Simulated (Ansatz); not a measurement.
`[NH2][SnH]([OH])[SiH2]F` and `[NH2][SnH]([OH])[CH]=O` differ in one atom or group.

Ansatz, PBE0-D4/def2-TZVP geometries, multiplicity 1. Each molecule was computed in one conformer, which needn't be the lowest.

Elements past krypton have def2 core potentials.

```json
{"property": "HOMO–LUMO gap (PBE/def2-TZVPP) / eV", "`[NH2][SnH]([OH])[SiH2]F`": "4.14"}
{"property": "size of the dipole moment (PBE/def2-TZVPP) / D", "`[NH2][SnH]([OH])[SiH2]F`": "2.14"}
{"property": "HOMO–LUMO gap (PBE0/def2-TZVPP) / eV", "`[NH2][SnH]([OH])[SiH2]F`": "6.25"}
{"property": "HOMO energy (B3LYP/def2-TZVPP) / eV", "`[NH2][SnH]([OH])[SiH2]F`": "-7.10"}
{"property": "HOMO energy (ωB97M-V/def2-TZVPP) / eV", "`[NH2][SnH]([OH])[SiH2]F`": "-9.53"}
{"property": "HOMO–LUMO gap (ωB97M-V/def2-TZVPP) / eV", "`[NH2][SnH]([OH])[SiH2]F`": "10.09"}
```

Task: Give the same properties after the change, and the shifts. (Best estimate.)

Result: Ansatz gave: 
```tsv
property	`[NH2][SnH]([OH])[CH]=O`	shift
HOMO–LUMO gap (PBE/def2-TZVPP) / eV	2.74	-1.40
size of the dipole moment (PBE/def2-TZVPP) / D	1.97	-0.17
HOMO–LUMO gap (PBE0/def2-TZVPP) / eV	5.24	-1.01
HOMO energy (B3LYP/def2-TZVPP) / eV	-6.88	0.22
HOMO energy (ωB97M-V/def2-TZVPP) / eV	-9.28	0.25
HOMO–LUMO gap (ωB97M-V/def2-TZVPP) / eV	9.65	-0.44
```

With PBE0 the HOMO rises by 0.26 eV and the LUMO falls by 0.75 eV, so the gap narrows by about 1.01 eV. PBE moves the HOMO by 0.29 eV and ωB97M-V by 0.25 eV. Dipoles are sizes alone; their direction can turn.

B3LYP here is the variant with VWN-RPA as its local correlation; programs differ in this.
